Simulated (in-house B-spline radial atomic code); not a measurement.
The numbers below are computed, except where a source is named.
**Zn ion on Cu atom: potential, deflection and energy transfer**

The pair potential comes from two frozen, spherical free-atom densities (PBE, B-spline radial code, scalar-relativistic past argon): electrostatics plus the change in Thomas-Fermi kinetic and Dirac exchange energy where they overlap, the recipe behind the universal ZBL potential, which averages such potentials (from solid-state densities) over many pairs. It is written V = (Z1 Z2 e²/r) φ(r/a), with e² = 14.3996 eV·Å and a = 0.46850 Å/(Z1^0.23 + Z2^0.23); ZBL's fit is φ = 0.18175 e^(−3.1998x) + 0.50986 e^(−0.94229x) + 0.28022 e^(−0.4029x) + 0.02817 e^(−0.20162x). Where φ falls below 4e-4 it is continued as an exponential.

Masses 65.38 and 63.55 u.

| x = r/a | φ, this pair | φ, ZBL |
| --- | --- | --- |
| 0.1 | 0.8939 | 0.8928 |
| 0.5 | 0.6251 | 0.6096 |
| 1.5 | 0.3144 | 0.2995 |
| 3 | 0.138 | 0.1292 |
| 5 | 0.05404 | 0.05224 |
| 8 | 0.01652 | 0.01705 |
| 12 | 0.004044 | 0.00474 |
| 17 | 0.0009803 | 0.001212 |

**Question.** At x = 6.5 the electrostatic, kinetic and exchange parts are -197.63, 802.8 and -74.93 eV. Find r, V and φ.

**Answer.** a = 0.46850/(2.1864 + 2.1695) = 0.10756 Å, so r = 0.69911 Å. V = -197.63 + 802.8 + (-74.93) = 530.24 eV. The bare repulsion is 30 × 29 × 14.3996/0.69911 = 17919 eV, so φ = 0.0296, +1.6 % against ZBL's 0.0291. The kinetic (Pauli) term is 151 % of V here, as the other two terms together attract.

**Question.** The ion comes in at 236.3 keV with impact parameter 0.0538 Å. The scattering integral gives a centre-of-mass angle of 64.21° and a closest approach of 0.806 a. What are the reduced energy, the energy passed on and the laboratory angles?

**Answer.** ε = E a M2/(Z1 Z2 e² (M1 + M2)) = 236300 × 4.2318e-06 = 1. The most that one collision can pass on is γE with γ = 4 M1 M2/(M1 + M2)² = 0.9998. Here T = γE sin²(θ/2) = 0.9998 × 236300 × 0.2824 = 66730 eV. The ion turns by arctan(sin θ/(cos θ + M1/M2)) = 31.6°, and the struck atom leaves at (180° − θ)/2 = 57.9°. The closest approach is 0.087 Å. With ZBL the angle would be 63.04° and T = 64570 eV.
